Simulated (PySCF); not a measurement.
This PySCF input asks for the NMR shieldings of `[B@H-]([N+]#CC)(O)CNC`, C4H11BN2O; the geometry comes from GFN2-xTB.

```python
import basis_set_exchange as bse
import numpy as np
from pyscf import gto, dft
from pyscf.prop import nmr

atoms = """
C    -3.715562   -0.231598   -0.276901
C    -2.418711   -0.381137    0.306971
N    -1.375395   -0.484367    0.784889
B     0.157308   -0.493391    1.002971
O     0.646700   -1.781898    0.633900
C     0.602785    0.781295    0.020626
N     1.960087    1.262062    0.239842
C     2.987739    0.289423   -0.077074
H    -3.934761   -1.103911   -0.892084
H    -4.469983   -0.149800    0.505806
H    -3.742909    0.663322   -0.899920
H     0.318831   -0.280045    2.160445
H     0.669008   -1.903433   -0.314599
H     0.527996    0.504903   -1.038143
H    -0.058166    1.639653    0.178718
H     2.050504    1.533846    1.214735
H     2.897587   -0.643162    0.492425
H     3.963514    0.732498    0.121278
H     2.923625    0.054991   -1.141020
"""
names = dict.fromkeys(["C", "N", "B", "O", "H"], "pcSseg-1")
basis = {el: gto.basis.parse(bse.get_basis(n, elements=[el], fmt="nwchem")) for el, n in names.items()}
mol = gto.M(atom=atoms, basis=basis, charge=0, verbose=0)
mf = dft.RKS(mol, xc="PBE0")
mf.grids.level = 2
mf.grids.alignment = dft.numint.BLKSIZE   # the property module wants whole blocks of grid points
mf.conv_tol = 1e-9
mf.kernel()

calc = nmr.RKS(mf)   # GIAO
C = mf.mo_coeff
Co = C[:, mf.mo_occ > 0]
resp = mf.gen_response(singlet=True, hermi=2)
def vind(x):   # induced exchange potential for any number of trial vectors
    d = np.einsum("pi,xij,qj->xpq", C, 2 * x.reshape(-1, C.shape[1], Co.shape[1]), Co, optimize=True)
    return np.einsum("xpq,pi,qj->xij", resp(d - d.transpose(0, 2, 1)), C, Co, optimize=True).ravel()
mo1, _ = nmr.rhf.solve_mo1(calc, with_cphf=vind)
sigma = calc.kernel(mo1)
for i, s in enumerate(sigma):   # ppm
    print("%2d %-2s %9.2f" % (i, mol.atom_pure_symbol(i), np.trace(s) / 3))
```

Question: Give the expected output.

Answer: 
```
 0 C     184.68
 1 C      56.16
 2 N      23.75
 3 B     109.46
 4 O     283.30
 5 C     122.03
 6 N     214.25
 7 C     146.68
 8 H      29.27
 9 H      29.27
10 H      29.14
11 H      28.86
12 H      32.21
13 H      30.24
14 H      29.26
15 H      31.71
16 H      28.13
17 H      29.14
18 H      29.73
```

These numbers come from an equivalent density-fitted implementation of the same equations, which agrees with the script to about 0.01 ppm for H and up to a few tenths of a ppm for heavy atoms, so last digits may differ.

Size and cost of the density-fitted run: 191 basis functions, 57 s wall time on 1 thread of an Arm Neoverse N1, shared host; peak memory 0.89 GiB.
